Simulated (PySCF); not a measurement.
## A small calculation by hand: refractive index and permittivity of the vapour

C2H9ClOSi2, SMILES C[Si@@H](Cl)[C@@H](O)[SiH3].

Geometry: B3LYP-D3(BJ)/def2-SVP. The structure was generated by enumeration; whether it is a known compound was not checked. Other conformers were not sampled.

PBE/def2-TZVP (PySCF) gives a mean static polarisability of 95.7 bohr³ and a dipole moment of 2.83 D. Take an ideal gas at 298.15 K and 1 bar, whether or not the substance is that volatile.

### Question
Work out n − 1 in the optical limit and the static ε − 1.

### Answer

Polarisability volume α' = 95.7 × 0.148185 = 14.18 Å³. Number density N = p/kT = 2.43e-5 Å⁻³.
Dilute limit of Lorentz–Lorenz: n − 1 = 2π N α' = 0.0022.
Orientation term of Debye: μ²/(3kT) = 8.098 Å³ × μ²(D²) = 64.85 Å³.
ε − 1 = 4π N (α' + μ²/3kT) = 0.024. Orientation of the dipole supplies 82 % of the static response; it can't follow optical fields. Vibrational polarisation and dispersion are left out.
